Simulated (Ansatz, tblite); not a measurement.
Forces on the cluster Al₆Ir⁺ at its PBE-D4/def2-SVP geometry. Total charge 1; singlet.

In the def2 sets Ir takes a core potential; there is no spin–orbit coupling. The xTB rows come from tblite. The restricted singlet is unstable towards broken spin symmetry in Hartree–Fock (as tested in another run); at PBE-D4/def2-TZVP this wasn't settled. The structure comes from a short search, and lower isomers may exist.

GFN2-xTB (tblite), largest force 1.01 eV/Å:

```xyz
7
positions Å, forces eV/Å
Ir   -0.055    0.125    0.975    0.122   -0.941    0.359
Al   -1.575    1.547   -0.170   -0.110    0.212   -0.849
Al   -0.338   -1.903    2.257    0.095   -0.700   -0.167
Al    0.368   -1.944   -0.488   -0.337    0.168    0.459
Al   -0.590   -0.601   -2.627    0.017    0.107    0.363
Al    1.253    0.481   -1.125   -0.223    0.547    0.197
Al    0.937    2.296    1.177    0.437    0.606   -0.362
```

PBE-D4/def2-TZVP (Ansatz), largest force 0.24 eV/Å:

```
Ir -0.030 0.038 -0.065
Al 0.194 -0.138 0.041
Al 0.037 0.146 -0.120
Al -0.011 0.110 0.058
Al -0.020 0.027 0.034
Al -0.080 -0.014 0.105
Al -0.089 -0.168 -0.051
```
